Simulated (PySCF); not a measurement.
Compound: C₄H₅BCl₂.
Geometry (PBE0-D3(BJ)/def2-SVP, Å), atoms numbered from 1 in this order:
```
atom  x, y, z in Å
Cl1    1.4643   -2.0671    1.5945
B2     1.4629   -0.5756    0.6619
Cl3    2.8341    0.5154    0.8201
C4     0.2872   -0.2167   -0.2279
C5    -0.0810    1.1125   -0.8353
C6    -0.9261    0.5629    0.2475
C7    -1.0963   -0.8133   -0.2671
H8    -0.4798    1.1046   -1.8594
H9     0.5663    1.9635   -0.6009
H10   -1.0953    0.9487    1.2525
H11   -1.5590   -0.9442   -1.2553
H12   -1.3166   -1.6081    0.4525
```

All values: B3LYP/def2-SVPD (PySCF, non-relativistic), on one gas-phase PBE0-D3(BJ)/def2-SVP geometry that isn't relaxed in the solvent. The solvent is an IEF-PCM continuum (cavity from Bondi-type radii × 1.2), and excitations are vertical TDDFT with non-equilibrium linear response and a frozen core. Only the electrostatic response of the medium enters.

Gas-phase singlets (H = HOMO, L = LUMO):

```csv
state,E (eV),λ (nm),f,leading configurations
S1,5.581,222,0.314,H→L 98%
S2,5.888,211,0.000,H-1→L 99%
S3,6.086,204,0.004,H-2→L 99%
S4,6.734,184,0.003,H→L+1 98%
S5,6.788,183,0.001,"H-4→L 88%, H-3→L 11%"
```

Q: How does the list change in tetrahydrofuran (ε = 7.426)?

A: 
```json
{"state": "S1", "E (eV)": "5.379", "λ (nm)": "231", "f": "0.389", "leading configurations": "H→L 98%", "change by rank (eV)": "-0.202"}
{"state": "S2", "E (eV)": "5.983", "λ (nm)": "207", "f": "0.001", "leading configurations": "H-1→L 99%", "change by rank (eV)": "+0.095"}
{"state": "S3", "E (eV)": "6.095", "λ (nm)": "203", "f": "0.002", "leading configurations": "H-2→L 99%", "change by rank (eV)": "+0.009"}
{"state": "S4", "E (eV)": "6.614", "λ (nm)": "187", "f": "0.002", "leading configurations": "H→L+1 98%", "change by rank (eV)": "-0.120"}
{"state": "S5", "E (eV)": "6.684", "λ (nm)": "186", "f": "0.000", "leading configurations": "H-4→L 78%, H-3→L 21%", "change by rank (eV)": "-0.104"}
```

Q: The ground-state energy changes by -0.087 eV from gas to tetrahydrofuran. By how much does the total energy of gas-phase S1 change?

A: E(S1) = E(S0) + excitation energy, so it changes by -0.087 − 0.202 = -0.289 eV: it is lowered more than the ground state, which is what a red shift means. This is the vertical state, with the slow part of the continuum still set for S0.

Q: How do the frontier levels move from gas to tetrahydrofuran?

A: 
```tsv
orbital	gas (eV)	solvent (eV)	change (eV)
LUMO+2	0.85	0.96	+0.11
LUMO+1	0.02	0.06	+0.04
LUMO	-1.46	-1.40	+0.06
HOMO	-7.53	-7.34	+0.19
HOMO-1	-8.56	-8.59	-0.03
HOMO-2	-8.80	-8.74	+0.06
HOMO-3	-9.10	-9.16	-0.06
```

The HOMO–LUMO gap goes from 6.07 to 5.94 eV. Rows go by rank; for LUMO+2 the atom shares or the degeneracy differ between the runs, so the row needn't follow one orbital.
